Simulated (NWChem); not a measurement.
# CHAlClNO2; SMILES O=C=[N][Al]([Cl])[OH]

```xyz
7

Al    -0.4077     0.6252    -0.0001
Cl     1.2079     1.9345     0.0010
N     -0.1213    -1.1157     0.0004
C      0.1395    -2.2886     0.0001
O      0.3834    -3.4295    -0.0001
O     -1.9562     1.2866    -0.0014
H     -2.7882     0.8118    -0.0020
```
Atoms are numbered in this order, from 1.

All runs: NWChem. Pople sets run with spherical d functions. All runs use the structure optimised with PBE0/def2-SVP. GIAO values for the isolated, static molecule; σ is the absolute isotropic shielding, δ = σ(reference) − σ with the isolated reference molecule computed at the same levels (13C: tetramethylsilane, 1H: tetramethylsilane, 15N: ammonia, 17O: water).

For level B3LYP/6-311G**:

σ Al1 (ppm): 458.7
σ Cl2 (ppm): 992.5
δ N3 (ppm): 48.2
δ O5 (ppm): 144.7
δ O6 (ppm): 41.0
δ H7 (ppm): 1.88

What are these values for level LDA (Slater exchange, VWN5)/pcSseg-1?

The σ Al1 (ppm) is 433.3. The σ Cl2 (ppm) is 966.9 and the δ N3 (ppm) comes out as 59.7. The δ O5 (ppm) comes out as 152.6 and the δ O6 (ppm) comes out as 56.7. The δ H7 (ppm) is 2.44.
